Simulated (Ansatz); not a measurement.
Ideal-gas functions of HfI4, SMILES `[I][Hf]([I])([I])[I]` at 800 K and 1 bar, from an Ansatz frequency run at PBE0-D4/def2-TZVP.

Molar mass 686.11 g/mol, point group Td (symmetry number 12), electronic degeneracy 1, moments of inertia 2423.501, 2423.598, 2423.616 u Å². Harmonic wavenumbers (cm⁻¹, unscaled): 44, 44, 51, 51, 51, 166, 218, 218, 218.

Use S(trans) = R[1.5 ln M + 2.5 ln T − 1.1517]; rotational temperatures θ = 24.2544 K / I; S(rot) = R[ln(√π/σ · √(T³/θAθBθC)) + 1.5]; for each mode x = 1.438777 ν̃/T, S = R[x/(eˣ − 1) − ln(1 − e⁻ˣ)] and H = RT x/(eˣ − 1); 1 cm⁻¹ = 0.0119627 kJ/mol; R = 8.31446 J/(mol·K).

**Question.** By hand: the entropy, in J/(mol·K).

**Answer.** Translation 210.8. Rotation: θ = 0.01, 0.01, 0.01 K, giving 137.4. Vibration, mode by mode: 29.41, 29.41, 28.18, 28.18, 28.18, 18.40, 16.15, 16.15, 16.15, in all 210.2. Electronic 0.0. Sum 558.4 J/(mol·K).

**Question.** By hand: H − E and G − E in kJ/mol, counted from the electronic energy.

**Answer.** Zero-point energy ½ × 1061 × 0.0119627 = 6.3; thermal vibration 53.8; translation, rotation and pV give 4 RT = 26.6. H − E = 86.7 kJ/mol, and G − E = 86.7 − 800 × 558.4/1000 = -360.0 kJ/mol.

Vibration gives 38 % of the entropy, 143.4 J/(mol·K) of it from the modes under 150 cm⁻¹: soft modes count most, and the harmonic formula is weakest for them.
